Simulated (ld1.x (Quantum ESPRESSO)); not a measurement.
nitrogen: one change to a TM potential, before and after

ld1.x (Quantum ESPRESSO) 7.5 input, shortened:

```
&input
   title='N', zed=7., rel=1, dft='PBE', iswitch=3,
   config='[He] 2s1.75 2p3.25'
 /
 &inputp
   pseudotype=2, tm=.true., lloc=0,
   nlcc=.true., rcore=0.40
 /
2
2P  2  1   3.25   0.00  1.90  1.90  0.0
2S  1  0   1.75   0.00  0.70  0.70  0.0
 &test
   configts(1)='2s1.75 2p3.25'
 /
```

All-electron outer shells of the reference configuration (PBE, scalar-relativistic, ld1.x):

```
shell  level (eV)  outermost node (bohr)  outermost maximum (bohr)
   1s     -384.93                      –                      0.15
   2s      -18.70                   0.32                      1.02
   2p       -7.20                      –                      0.98
```

Change: all radii but the core radius scaled by about 1.22 (s 0.86, p 2.30 bohr).

Cutoffs: the cutoffs (Ry, on a coarse ladder) from which the occupation-weighted sum of valence levels, in a spherical-Bessel basis at the reference potential, stays within 10 and 1 mRy of its value at 400 Ry; they do not see the model core or the augmentation charge, which bear on the density cutoff. Errors are all-electron minus pseudo energies relative to the spin-unpolarised reference configuration.

Problem. What does the change do?

Solution. The potential gets softer (120 Ry and 300 Ry → 50 Ry and 140 Ry); of the 7 tests that both files solve, the error grows in 7 and shrinks in 0 by more than 15 % and 0.3 meV (median size 5.7 → 53.4 meV); neither file shows a bound ghost. A larger radius leaves more room for a smooth pseudo-wave, so fewer plane waves are needed. More of the atom is replaced by a form fitted at one configuration, so other configurations suffer.

```tsv
quantity	base	changed
cutoff, loose	120 Ry	50 Ry
cutoff, tight	300 Ry	140 Ry
loose cutoff by channel (10 mRy a level)	p 30 Ry, s 110 Ry	p 25 Ry, s 50 Ry
bound ghosts	none	none
error for 2s2 2p3, meV [ΔE -2.87 eV]	-0.2	-1.1
error for 2s2 2p2, meV [ΔE 10.72 eV]	+53	+109
error for 2s2 2p1, meV [ΔE 39.57 eV]	+388	+750
error for 2s0 2p5, meV [ΔE 20.17 eV]	-5.7	-53
error for 2s2 2p3.3, meV [ΔE -4.49 eV]	-2.4	-5.7
error for 2s1 2p0, meV [ΔE 164.47 eV]	+2499	+4443
error for 2s1 2p4, meV [ΔE 8.63 eV]	-1.1	-10
```
